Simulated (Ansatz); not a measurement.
Results of the Gaussian-basis code of Ansatz.

A structure relaxed at PBE0-D4/def2-TZVP, charge 0, multiplicity 1:

```
atom    x (Å)    y (Å)    z (Å)
  C1  -0.5778  -0.9503  -0.0668
  O2   0.6693  -0.3609   0.1858
 Zn3   1.0411   1.3621   0.1462
 Cl4   1.6350   3.3594   0.1394
  H5  -0.4724  -2.0351   0.0382
  H6  -1.3520  -0.6242   0.6399
  H7  -0.9433  -0.7511  -1.0826
```

(1) Give its formula and SMILES.

(2) Point group (tolerance 0.08 Å, 0.16 Å for H)?

(3) Summarise the bond lengths by kind.

Results:

(1) CH3ClOZn, `C[O][Zn][Cl]`.

(2) Cs.

(3) 1 × C–O 1.402 Å; 3 × C–H 1.095 to 1.098 Å; 1 × O–Zn 1.763 Å; 1 × Cl–Zn 2.084 Å.
